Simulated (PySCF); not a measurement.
CH$_{2}$F (SMILES [CH2]F), doublet (typed; the unrestricted solution is spin-contaminated), geometry from GFN2-xTB; BLYP/3-21G (PySCF).

The PySCF input:
```python
from pyscf import gto, scf, dft

mol = gto.Mole()
mol.atom = '''
    C    -0.645663    0.054234    0.065714
    F     0.678133   -0.056936   -0.031970
    H    -1.194446   -0.857779   -0.052631
    H    -1.034768    1.044799   -0.053923
'''
mol.basis = '3-21g'
mol.charge = 0
mol.spin = 1
mol.verbose = 4
mol.symmetry = True
mol.build()

mf = dft.UKS(mol)
mf.xc = 'blyp'
mf.irrep_nelec = {"A'": (8, 6), 'A"': (1, 2)}
mf.kernel()
mf.analyze()
```

Output, abridged:

```
PySCF version 2.14.0

[INPUT] verbose = 4
[INPUT] num. atoms = 4
[INPUT] num. electrons = 17
[INPUT] charge = 0
[INPUT] spin (= nelec alpha-beta = 2S) = 1
[INPUT] symmetry True subgroup None
[INPUT] Mole.unit = angstrom
[INPUT] Symbol           X                Y                Z      unit          X                Y                Z       unit  Magmom
[INPUT]  1 C     -0.645663000000   0.054234000000   0.065714000000 AA   -1.220126238765   0.102487406640   0.124181462550 Bohr   0.0
[INPUT]  2 F      0.678133000000  -0.056936000000  -0.031970000000 AA    1.281485646030  -0.107593446628  -0.060414544202 Bohr   0.0
[INPUT]  3 H     -1.194446000000  -0.857779000000  -0.052631000000 AA   -2.257175810582  -1.620967385403  -0.099458175662 Bohr   0.0
[INPUT]  4 H     -1.034768000000   1.044799000000  -0.053923000000 AA   -1.955428122464   1.974383965219  -0.101899701815 Bohr   0.0

nuclear repulsion = 32.3357129737384
point group symmetry = Cs
symmetry origin: [5.55801801e-07 1.30614473e-17 5.71438321e-18]
symmetry axis x: [ 0.99584028 -0.08360356 -0.03622968]
symmetry axis y: [ 0.03615932 -0.0023562   0.99934326]
symmetry axis z: [-8.36340212e-02 -9.96496308e-01  6.76652304e-04]
num. orbitals of irrep A' = 16
num. orbitals of irrep A" = 6
number of shells = 14
number of NR pGTOs = 36
number of NR cGTOs = 22
basis = 3-21g
ecp = {}

******** <class 'pyscf.dft.uks_symm.SymAdaptedUKS'> ********
method = SymAdaptedUKS
initial guess = minao
damping factor = 0
level_shift factor = 0
DIIS = <class 'pyscf.scf.diis.CDIIS'>
diis_start_cycle = 1
diis_space = 8
diis_damp = 0
SCF conv_tol = 1e-09
SCF conv_tol_grad = None
SCF max_cycles = 50
direct_scf = True
direct_scf_tol = 1e-13
number electrons alpha = 9  beta = 8
irrep_nelec {"A'": (8, 6), 'A"': (1, 2)}
XC library pyscf.dft.libxc version 7.1.2
    S. Lehtola, C. Steigemann, M. J. T. Oliveira, and M. A. L. Marques,  SoftwareX 7, 1–5 (2018)
XC functionals = blyp
    A. D. Becke,  Phys. Rev. A 38, 3098 (1988)
    C. Lee, W. Yang, and R. G. Parr,  Phys. Rev. B 37, 785 (1988)
    B. Miehlich, A. Savin, H. Stoll, and H. Preuss,  Chem. Phys. Lett. 157, 200 (1989)
radial grids:
    Treutler-Ahlrichs [JCP 102, 346 (1995); DOI:10.1063/1.469408] (M4) radial grids

becke partition: Becke, JCP 88, 2547 (1988); DOI:10.1063/1.454033
pruning grids: <function nwchem_prune>
grids dens level: 3
symmetrized grids: True
atomic radii adjust function: <function treutler_atomic_radii_adjust>
small_rho_cutoff = 0
Freeze 17 electrons in irreps ["A'", 'A"']
    0 free electrons in irreps
Set gradient conv threshold to 3.16228e-05
tot grids = 48000
init E= -138.292347675222

cycle= 1 E= -137.839257823611  delta_E= 0.453  |g|= 0.133  |ddm|= 6.73

cycle= 2 E= -137.702654307448  delta_E= 0.137  |g|= 0.568  |ddm|=  6.5

cycle= 3 E= -137.827606279417  delta_E= -0.125  |g|= 0.222  |ddm|= 1.41

cycle= 4 E= -137.857307620032  delta_E= -0.0297  |g|= 0.0651  |ddm|= 2.95

cycle= 5 E= -137.859094653434  delta_E= -0.00179  |g|= 0.0168  |ddm|= 0.175

cycle= 6 E= -137.85922458336  delta_E= -0.00013  |g|= 0.00978  |ddm|= 0.154

cycle= 7 E= -137.859277977713  delta_E= -5.34e-05  |g|= 0.000595  |ddm|= 0.0701

cycle= 8 E= -137.859278051787  delta_E= -7.41e-08  |g|= 0.000694  |ddm|= 0.0141

cycle= 9 E= -137.859278281968  delta_E= -2.3e-07  |g|= 0.000354  |ddm|= 0.00141

cycle= 10 E= -137.859278349539  delta_E= -6.76e-08  |g|= 1.12e-05  |ddm|= 0.00305

cycle= 11 E= -137.859278349633  delta_E= -9.39e-11  |g|= 3.78e-06  |ddm|= 0.000146

Extra cycle  E= -137.859278349391  delta_E= 2.42e-10  |g|= 2.22e-05  |ddm|= 0.000263
converged SCF energy = -137.859278349391  <S^2> = 1.7518619  2S+1 = 2.8297434
**** SCF Summaries ****
Total Energy =                        -137.859278349390763
Nuclear Repulsion Energy =              32.335712973738438
One-electron Energy =                 -253.232619926010017
Two-electron Energy =                   83.037628602880815
Two-electron Coulomb Energy =           99.500352913401656
DFT Exchange-Correlation Energy =      -16.462724310520841
Wave-function symmetry = A"
alpha occupancy for each irrep:     A'   A"
                                     8    1
beta  occupancy for each irrep:     A'   A"
                                     6    2
**** MO energy ****
alpha MO #1 (A' #1), energy= -24.2823544108779 occ= 1
alpha MO #2 (A' #2), energy= -9.91873234713125 occ= 1
alpha MO #3 (A' #3), energy= -1.17920910896564 occ= 1
alpha MO #4 (A' #4), energy= -0.636595649185142 occ= 1
alpha MO #5 (A' #5), energy= -0.487564376988624 occ= 1
alpha MO #6 (A" #1), energy= -0.481724697607262 occ= 1
alpha MO #7 (A' #6), energy= -0.447112630627409 occ= 1
alpha MO #8 (A' #7), energy= -0.173145592479229 occ= 1
alpha MO #9 (A' #8), energy= 0.0800159998988472 occ= 1
alpha MO #10 (A" #2), energy= -0.339699901626456 occ= 0
alpha MO #11 (A' #9), energy= 0.0994520275216946 occ= 0
alpha MO #12 (A" #3), energy= 0.160318600372933 occ= 0
alpha MO #13 (A' #10), energy= 0.603660572333728 occ= 0
alpha MO #14 (A' #11), energy= 0.61833466458588 occ= 0
alpha MO #15 (A" #4), energy= 0.729342277736853 occ= 0
alpha MO #16 (A' #12), energy= 0.792511118957321 occ= 0
alpha MO #17 (A" #5), energy= 0.970047254767989 occ= 0
alpha MO #18 (A' #13), energy= 1.27777575730792 occ= 0
alpha MO #19 (A' #14), energy= 1.70502679972981 occ= 0
alpha MO #20 (A" #6), energy= 1.85057824087668 occ= 0
alpha MO #21 (A' #15), energy= 1.86414093765654 occ= 0
alpha MO #22 (A' #16), energy= 3.32918031964414 occ= 0
beta  MO #1 (A' #1), energy= -24.2873260674548 occ= 1
beta  MO #2 (A' #2), energy= -9.8990665849443 occ= 1
beta  MO #3 (A' #3), energy= -1.18948140741947 occ= 1
beta  MO #4 (A' #4), energy= -0.61722041323068 occ= 1
beta  MO #5 (A" #1), energy= -0.516105586730712 occ= 1
beta  MO #6 (A' #5), energy= -0.482798504759265 occ= 1
beta  MO #7 (A' #6), energy= -0.432950666597638 occ= 1
beta  MO #8 (A" #2), energy= -0.374890564331385 occ= 1
beta  MO #9 (A' #7), energy= -0.0806671694879988 occ= 0
beta  MO #10 (A' #8), energy= 0.122316129038961 occ= 0
beta  MO #11 (A' #9), energy= 0.131937124605071 occ= 0
beta  MO #12 (A" #3), energy= 0.192561945315367 occ= 0
beta  MO #13 (A' #10), energy= 0.628662411111169 occ= 0
beta  MO #14 (A' #11), energy= 0.700548894950851 occ= 0
beta  MO #15 (A" #4), energy= 0.725767459352533 occ= 0
beta  MO #16 (A' #12), energy= 0.786366776847063 occ= 0
beta  MO #17 (A" #5), energy= 0.966308745304497 occ= 0
beta  MO #18 (A' #13), energy= 1.32407380680504 occ= 0
beta  MO #19 (A' #14), energy= 1.70975923547214 occ= 0
beta  MO #20 (A" #6), energy= 1.80088353270384 occ= 0
beta  MO #21 (A' #15), energy= 1.86900894614902 occ= 0
beta  MO #22 (A' #16), energy= 3.31896652189038 occ= 0
 ** Mulliken pop alpha/beta on meta-lowdin orthogonal AOs **
 ** Mulliken pop       alpha | beta **
pop of  0 C 1s        0.99974 | 0.99975
pop of  0 C 2s        0.91052 | 0.49985
pop of  0 C 3s        0.02364 | 0.00101
pop of  0 C 2px       0.39974 | 0.31541
pop of  0 C 2py       0.38674 | 0.56652
pop of  0 C 2pz       0.99557 | 0.09758
pop of  0 C 3px       0.01012 | 0.00679
pop of  0 C 3py       0.00041 | 0.00491
pop of  0 C 3pz       0.00299 | 0.00030
pop of  1 F 1s        0.99988 | 0.99987
pop of  1 F 2s        0.94415 | 0.91713
pop of  1 F 3s        0.00256 | 0.00096
pop of  1 F 2px       0.87721 | 0.80807
pop of  1 F 2py       0.43934 | 0.98479
pop of  1 F 2pz       0.99805 | 0.90132
pop of  1 F 3px       0.00158 | 0.00045
pop of  1 F 3py       0.00043 | 0.00088
pop of  1 F 3pz       0.00058 | 0.00036
pop of  2 H 1s        0.44994 | 0.43777
pop of  2 H 2s        0.05343 | 0.00925
pop of  3 H 1s        0.44994 | 0.43777
pop of  3 H 2s        0.05343 | 0.00925
In total             9.00000 | 8.00000
 ** Mulliken atomic charges   ( Nelec_alpha | Nelec_beta ) **
charge of  0C =     -0.22159  (     3.72949      2.49211 )
charge of  1F =      0.12239  (     4.26377      4.61384 )
charge of  2H =      0.04960  (     0.50337      0.44703 )
charge of  3H =      0.04960  (     0.50337      0.44703 )
Dipole moment(X, Y, Z, Debye):  1.23459, -0.10365, -0.04918
```
